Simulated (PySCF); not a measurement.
## Spinor energies of Cu (copper, neutral)

Start: [Ar] 3d9 4s1 4p1; 3d3/2 filled at m_j = -3/2, -1/2, +1/2, +3/2; 3d5/2 filled at m_j = -3/2, -1/2, +1/2, +3/2, +5/2; 4s1/2 filled at m_j = +1/2; 4p3/2 filled at m_j = +3/2. Calculated with PySCF 2.14 in x2c-SVPall-2c with one added diffuse shell each of s, d type (6s5p4d1f, 48 functions): generalised Hartree-Fock with the X2C-1e Hamiltonian and a Gaussian nucleus; one run each with spin-orbit coupling (SO) switched off, then screened by Boettger's factors. This is a chosen level, not necessarily the ground level.

| spinor shell | electrons | ε, spin-free (eV) | ε, screened SO (eV) | weight of nominal j (screened SO) | rms radius, screened SO (bohr) |
| --- | --- | --- | --- | --- | --- |
| 1s1/2 | 2 | -9052.2 | -9052.2 | 1.000 | 0.0602 |
| 2s1/2 | 2 | -1141.1 | -1141.1 | 1.000 | 0.254 |
| 2p1/2 | 2 | -982.07 | -996.42 | 0.999 | 0.226 |
| 2p3/2 | 4 | -982.07 | -975.02 | 1.000 | 0.229 |
| 3s1/2 | 2 | -146.97 | -146.96 | 1.000 | 0.765 |
| 3p1/2 | 2 | -97.845 | -100.80 | 0.951 | 0.812 |
| 3p3/2 | 4 | -97.845 | -96.378 | 0.976 | 0.818 |
| 3d3/2 | 4 | -19.798 | -20.407 | 0.810 | 1.05 |
| 3d5/2 | 5 | -19.798 | -19.319 | 0.848 | 1.07 |
| 4s1/2 | 1 | -9.798 | -9.798 | 0.998 | 3.03 |
| 4p3/2 | 1 | -4.025 | -3.985 | 1.000 | 2.90 |

```
   quantity    spin-free  screened SO
E (hartree)  -1652.71488  -1652.74741
        M_J          9/2          9/2
       ⟨J²⟩       24.771       24.771
       ⟨L²⟩       12.019       12.021
       ⟨S²⟩        3.752        3.753
```

Each row is a mean over spinors that exchange with the open shell spreads, by up to 7.574 eV (3p3/2).

Rows whose weight is well below 1 are mixtures of j = l ± 1/2: exchange outweighs spin-orbit coupling there, and the label is only the starting occupation.

Without spin-orbit coupling the j labels of p, d and f shells carry no meaning; the spin-free column gives the mean over the occupied spinors of each nl shell.
